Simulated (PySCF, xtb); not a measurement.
GaH2Cl, SMILES [Cl][GaH2].

xtb 6.7.1 with GFN2-xTB at its own geometry gives an orbital gap of 5.27 eV and a dipole moment of 0.74 D.

Geometry optimised at B3LYP-D3(BJ)/def2-TZVP.

Question: What does HF/def2-TZVPD run with PySCF give? (The exact figures need the calculation; the answer reports its results.)

Answer: gap 12.42 eV (levels -11.62 and 0.80 eV), dipole 2.29 D.
